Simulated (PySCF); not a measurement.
# Core binding energy against partial charge

C₇H₁₂BN.
Numbering: `[CH3:1][B:2]([CH3:3])[C:4]([C:5]#[N:6])=[C:7]([CH3:8])[CH3:9]`

Geometry (PBE0-D3(BJ)/def2-SVP, Å), atoms numbered from 1 in this order:
```
atom  x, y, z in Å
C1    -0.768    0.503    2.204
B2    -0.689    0.965    0.704
C3    -1.097    2.436    0.331
C4    -0.312   -0.011   -0.481
C5    -1.045    0.215   -1.693
N6    -1.674    0.432   -2.645
C7     0.651   -0.979   -0.490
C8     0.935   -1.818   -1.696
C9     1.548   -1.253    0.675
H10   -1.798    0.721    2.543
H11   -0.128    1.138    2.841
H12   -0.557   -0.553    2.414
H13   -1.988    2.411   -0.322
H14   -1.317    3.080    1.194
H15   -0.315    2.915   -0.285
H16    0.943   -2.885   -1.419
H17    1.942   -1.592   -2.086
H18    0.208   -1.663   -2.503
H19    2.600   -1.217    0.347
H20    1.423   -0.550    1.504
H21    1.380   -2.277    1.051
```

Binding energies: delta-SCF UKS SCAN, pcX-2 on the ionised atom, pcseg-1 elsewhere, spin-free X2C (PySCF). Charges: PBE0/pcSseg-1 ground-state density, for the ionised atom.

```json
{"atom": "C1", "environment": "sp3 carbon bound to boron", "C 1s (eV)": "290.15", "Mulliken (e)": "-0.539", "IAO (e)": "-0.563", "Hirshfeld (e)": "-0.190", "ESP (e)": "-0.754"}
{"atom": "C4", "environment": "fully substituted alkene carbon", "C 1s (eV)": "290.53", "Mulliken (e)": "-0.260", "IAO (e)": "-0.202", "Hirshfeld (e)": "-0.075", "ESP (e)": "-0.834"}
{"atom": "C8", "environment": "allylic carbon", "C 1s (eV)": "291.01", "Mulliken (e)": "-0.162", "IAO (e)": "-0.425", "Hirshfeld (e)": "-0.111", "ESP (e)": "-0.631"}
{"atom": "C7", "environment": "fully substituted alkene carbon", "C 1s (eV)": "291.08", "Mulliken (e)": "-0.376", "IAO (e)": "+0.114", "Hirshfeld (e)": "+0.065", "ESP (e)": "+0.600"}
{"atom": "C9", "environment": "allylic carbon", "C 1s (eV)": "291.14", "Mulliken (e)": "-0.203", "IAO (e)": "-0.418", "Hirshfeld (e)": "-0.108", "ESP (e)": "-0.615"}
{"atom": "C5", "environment": "nitrile carbon", "C 1s (eV)": "291.49", "Mulliken (e)": "+0.056", "IAO (e)": "+0.135", "Hirshfeld (e)": "+0.073", "ESP (e)": "+0.563"}
```

Question: How well does each charge scheme correlate with the binding energies over these sites?

Answer: Mulliken: r = 0.83, slope 2.0 eV per e; Hirshfeld: r = 0.74, slope 3.4 eV per e; ESP: r = 0.68, slope 0.5 eV per e; IAO: r = 0.64, slope 1.0 eV per e. Mulliken charges have the highest r, on only 6 points.

Question: The point-charge model writes a binding energy as kq + V + constant, with V the potential of the other atoms' charges at the site. What does it give with the ESP charges?

Answer: V = Σ 14.40 eV Å × q/r over all other atoms: +10.83 eV at C1, +11.71 eV at C4, +9.39 eV at C8, -10.01 eV at C7, +9.28 eV at C9, -10.00 eV at C5. Fitting binding energy − V to q gives k = 16.2 eV per e and leaves an rms residual of 0.37 eV, against 0.32 eV for the fit on q alone. The model has no term for differences in relaxation between sites.

Spin contamination (⟨S²⟩ against 0.75 for a pure doublet) is marked for C 1s of C7 (0.89), which makes this value less certain. Isolated species at its PBE0-D3(BJ)/def2-SVP geometry, gas phase.
